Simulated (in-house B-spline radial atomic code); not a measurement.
Values are calculated unless marked as measured or tabulated.
# From levels and matrix elements to observables: S5+

One electron outside the [He] 2s2 2p6 core, from a B-spline radial code for spherical atoms: Brueckner orbitals with a screened correlation potential on Dirac-Hartree-Fock, Breit and QED terms for the lowest states, dipole elements in length form with static core polarisation. The core's own polarisability, by RPA, is 0.07205 bohr³.

```
state  removal energy (cm⁻¹)  size of the reduced dipole element to 3s1/2 (a.u.)
3s1/2                 710147                                                   -
4s1/2                 347172                                                   -
3p1/2                 604290                                               1.155
3p3/2                 603025                                               1.635
4p1/2                 308999                                              0.2167
4p3/2                 308540                                               0.301
```

Use R = 109737.3 cm⁻¹, 1 hartree = 219474.6 cm⁻¹, c = 137.036 and 1 a.u. of rate = 4.1341e16 s⁻¹.

Find the quantum defects of the two s states and predict 5s1/2.

With n* = 6 √(R/E): 3s1/2 has n* = 2.3586, δ = 0.6414; 4s1/2 has n* = 3.3733, δ = 0.6267. Ritz's form δ = δ0 + b/n*² gives b = 0.160, δ0 = 0.6126, so with n* ≈ 5 − 0.6267, δ = 0.6210 and E = R × 6²/(5 − 0.6210)² = 206018 cm⁻¹. The program finds 206064 cm⁻¹.

What are the wavelength, oscillator strength and rate of 3s1/2–3p3/2?

ΔE = 107122 cm⁻¹ = 0.48808 hartree, λ = 93.352 nm in vacuum. f = (2/3) ΔE D²/(2j + 1 of the lower state) = (2/3) × 0.48808 × 1.635²/2 = 0.4349. A = (4/3) ΔE³ D²/(c³ (2j' + 1)) = 4.0262e-08 a.u. = 1.664e+09 s⁻¹, a partial lifetime of 0.6008 ns.

Estimate the static polarisability of 3s1/2.

Each p state adds (2/3) D²/(2 ΔE): 3p1/2 0.922, 3p3/2 1.826, 4p1/2 0.008564, 4p3/2 0.0165. With the core the sum is 2.845 bohr³. The program's sum over the whole spectrum, Pauli blocking of the core included, is 2.859.
